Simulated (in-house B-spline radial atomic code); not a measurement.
**Ionising Hf with different functionals**

Computed with a radial B-spline atomic code at the basis-set limit: scalar-relativistic (spin-free X2C) Hamiltonian, Fermi nucleus of rms radius 5.347 fm, spin-polarised at highest spin, spherical fractional occupations for the functionals, the average over the highest-spin determinants for Hartree-Fock. The ionisation energy is the difference of two self-consistent energies, [Xe] 4f14 5d2 6s2 → [Xe] 4f14 5d1 6s2, without Breit or QED terms; ε is the level of the shell that loses the electron (its least bound occupied spin orbital). There is no spin-orbit coupling in this Hamiltonian.

Hybrids are left out here: with spherical fractional occupations of an open shell their exact exchange keeps a self-interaction that integer-occupation calculations don't have.

```
           method          rung  ΔSCF (eV)  -ε(5d) (eV)
     Hartree-Fock  Hartree-Fock       5.82         6.97
         LDA VWN5           LDA       7.06         3.24
         LDA PW92           LDA       7.05         3.23
LDA exchange-only           LDA       6.05         2.40
              PBE           GGA       6.86         3.09
           PBEsol           GGA          ?            ?
             BLYP           GGA       6.67         2.87
             RPBE           GGA          ?            ?
             PW91           GGA       6.93         3.15
             BP86           GGA       7.00         3.22
             AM05           GGA       6.90         3.11
             OLYP           GGA       6.75         2.97
             TPSS      meta-GGA       6.86         3.09
             SCAN      meta-GGA       6.97         3.16
           r2SCAN      meta-GGA       6.93         3.17
          revTPSS      meta-GGA       6.87         3.11
```

(1) What does PBEsol give?

(2) What does RPBE give?

(3) How do they compare with the NIST value?

## Answers

(1) ΔSCF 6.91 eV, and -ε(5d) = 3.13 eV.

(2) ΔSCF 6.83 eV, and -ε(5d) = 3.07 eV.

(3) NIST lists 6.825 eV (measured, ground level to ground level). Errors run from -1.00 to +0.23 eV; RPBE is closest (+0.00 eV), but part of that can be cancellation, since the calculations leave out spin-orbit coupling, Breit-QED terms, multiplet and fine-structure energies. Hartree-Fock also lacks correlation.
